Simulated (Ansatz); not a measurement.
Gas-phase electronic energies from Ansatz, PBE0-D4/def2-TZVP geometries. CBS: MP2 limit from def2 TZ/QZ plus the TZ coupled-cluster correction, frozen cores. Functionals use def2-TZVPP. For Ge outer-core shells are correlated without core-valence functions, which leaves a few kJ/mol of doubt a bond. Scalar relativity is left out up to krypton.

`C/C(F)=[CH]/[GeH3]` → `[F][GeH]1[CH2]C[CH2]1`  (isomerisation)

(1) Is it downhill or uphill in electronic energy at CCSD(T)/CBS, and by how much? (Estimate.)

(2) What do these levels give: ωB97X-V, PBE, PBE0, CCSD/def2-TZVPP, HF/CBS(def2), MP2/CBS(def2)? (Best estimate.)

Largest T1 diagnostic among the species: 0.012.

Results:

(1) Ansatz gave: Downhill: ΔE = -133.4 kJ/mol.

(2) Computed: ωB97X-V -129.2, PBE -119.6, PBE0 -128.0, CCSD/def2-TZVPP -128.0, HF/CBS(def2) -105.6, MP2/CBS(def2) -150.7 kJ/mol.

From PBE to PBE0 (25 % exact exchange), in def2-TZVPP and without D4, ΔE moves by −8.4 kJ/mol. In def2-TZVPP, CCSD(T) changes the Hartree–Fock value by −23.5 kJ/mol (the triples alone add +0.2 kJ/mol) and MP2 by −40.8 kJ/mol.
